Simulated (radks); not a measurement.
Species: the rhenium ion Re4+. Configuration: [Xe] 4f14 5d3.

Calculated with a radial shooting solver on a logarithmic mesh with Libxc functionals: Dirac Kohn-Sham, PBE, spin-unpolarised, spherical densities, finite nucleus; open shells fill j = l - 1/2 first; Fermi nuclear charge, rms radius 5.3698 fm.

Energy parts (hartree):
total: -16711.6557
kinetic: 18889.2119
electron-nucleus: -41684.7876
Hartree: 6415.4835
exchange-correlation: -331.5636

Orbitals (lengths in bohr, moments of r in powers of bohr; r(90%) holds 90 % of the orbital's charge):
orbital  occ.  eigenvalue (hartree)  r(90%)      <r^2>
1s1/2       2             -2630.397  0.0329  0.0004481
2s1/2       2             -457.1171   0.118   0.006819
2p1/2       2             -437.5602   0.104   0.004859
2p3/2       4             -384.6553   0.115   0.006057
3s1/2       2             -107.0768   0.290    0.04448
3p1/2       2             -98.32539   0.281    0.04075
3p3/2       4             -86.83597   0.302    0.04730
3d3/2       4             -72.10518   0.275    0.03659
3d5/2       6             -69.61099   0.281    0.03838
4s1/2       2             -23.63281   0.633     0.2193
4p1/2       2             -19.97740   0.647     0.2256
4p3/2       4             -17.29721   0.695     0.2604
4d3/2       4             -11.28843   0.739     0.2821
4d5/2       6             -10.79314   0.756     0.2951
5s1/2       2              -4.73512    1.47      1.190
5p1/2       2              -3.61819    1.62      1.419
4f5/2       6              -3.22949   0.943     0.4087
5p3/2       4              -3.20112    1.76      1.660
4f7/2       8              -3.13695   0.958     0.4213
5d3/2       3              -1.70165    2.37      2.863
5d5/2       0              -1.65639    2.42      3.001

The highest occupied level is 5d3/2 at -46.304 eV. The density falls to 0.001 e/bohr^3 at r = 3.17 bohr. For comparison, the ionisation energy in NIST's Atomic Spectra Database is 52 eV (theoretical). In exact Kohn-Sham theory the highest level is minus the ionisation energy, but local and semilocal functionals leave it too shallow, through self-interaction and a potential that decays too fast; potentials with the right tail come closer. The electron density at the nucleus is 1.547e+06 e/bohr^3.

Beside tabulated values, note that spin-unpolarised runs miss the spin-polarisation part of the exchange energy of open shells.
